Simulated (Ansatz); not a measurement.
`[Cl][Ti]([Cl])([Cl])[Cl]` + H₂S → `[SH][Ti]([Cl])([Cl])[Cl]` + HCl at 298.15 K and 1 bar (ligand exchange at a Ti–Cl bond).

Calculated with Ansatz (gas phase, PBE0-D4/def2-TZVP geometries, no zero-point term in ΔE). CCSD(T)/CBS adds triple-zeta CCSD(T) − MP2 to the extrapolated MP2 energy (def2 sets, frozen cores). This one scheme is used for every species. For Ti outer-core shells are correlated without core-valence functions, which leaves a few kJ/mol of doubt a bond. Scalar relativity is left out up to krypton. Each species was taken in one conformer, which may not be the lowest.

```csv
species,CCSD(T)/CBS energy (Eh),H − E (kJ/mol),S (J/(mol·K))
`[Cl][Ti]([Cl])([Cl])[Cl]`,-2688.29434,36.8,353.0
H₂S,-398.97279,49.9,205.7
`[SH][Ti]([Cl])([Cl])[Cl]`,-2626.86635,58.7,390.4
HCl,-460.38127,26.6,186.8
```

H − E and S are ideal-gas, rigid-rotor, harmonic terms from PBE0-D4/def2-TZVP, for one conformer and one mirror image of each species. 1 Eh = 2625.50 kJ/mol, R = 8.31446 J/(mol·K).

By hand: ΔE, ΔH, ΔS and ΔG.

ΔE = (-2626.86635) + (-460.38127) − (-2688.29434) − (-398.97279) = 0.01951 Eh = 51.2 kJ/mol. Δ(H − E) = 58.7 + 26.6 − 36.8 − 49.9 = -1.4, so ΔH = 49.8 kJ/mol. ΔS = 390.4 + 186.8 − 353.0 − 205.7 = 18.5 J/(mol·K). ΔG = 49.8 − 298.15 × (18.5)/1000 = 44.3 kJ/mol.

By hand: the equilibrium constant, and the temperature at which ΔG would vanish if ΔH and ΔS stayed fixed.

log₁₀ K = −ΔG/(RT ln 10) = -7.8. ΔG = 0 at ΔH/ΔS = 2692 K, far beyond where these terms or the molecules hold.

ΔH outweighs TΔS. A doubt of 5 kJ/mol in ΔE shifts log₁₀ K by 0.9 here. Other conformers and mirror images would add mixing entropy, several J/(mol·K) or more a flexible species. These are equilibria of isolated gas molecules and say nothing of rates. Largest T1 diagnostic: 0.026 (customary marks: 0.02 for closed shells, 0.045 for open ones).
